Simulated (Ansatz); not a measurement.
System: SbF2, net charge 0, doublet state. It need not be the lowest isomer of its formula. 
Geometry from a B3LYP-D3(BJ)/def2-TZVP (Ansatz, a quantum-chemistry and plane-wave program) optimisation:
SMILES: [F][Sb][F]
```xyz
3

Sb    -0.1525    -0.1203     0.2760
F     -0.4218     1.4749    -0.7593
F      1.2858    -0.7931    -0.8046
```
Charge 0, spin multiplicity 2.

Computed values are from Ansatz. Valence correlation only, unless marked. UHF or UKS for open shells. No spin-orbit coupling. Frozen are the shells of the preceding noble gas and the d and f shells that filled before the atom's block. In def2 rows, elements after Kr have scalar-relativistic effective core potentials. Basis-set limits of correlation are two-point, X^-3; Hartree-Fock from the larger set. The bracket is a focal-point correction in the basis named.

Question: What is the T1 diagnostic at CCSD/def2-TZVPPD?

Answer: 0.019.

Question: What is the vertical ionisation energy (to the singlet) at RI-MP2/CBS(def2-TZVPPD,def2-QZVPPD)+[CCSD(T)-MP2]/def2-TZVPPD?

Answer: 8.77 eV.

Question: What is the dipole moment at CCSD(T)/def2-SVPD?

Answer: 3.43 D.

Question: What is the total energy at RI-MP2/CBS(def2-TZVPPD,def2-QZVPPD)+[CCSD(T)-MP2]/def2-TZVPPD?

Answer: -439.0222 Eh.

Question: What is the atomisation energy De at RI-MP2/CBS(def2-TZVPPD,def2-QZVPPD)+[CCSD(T)-MP2]/def2-TZVPPD?

Answer: 203.2 kcal/mol.
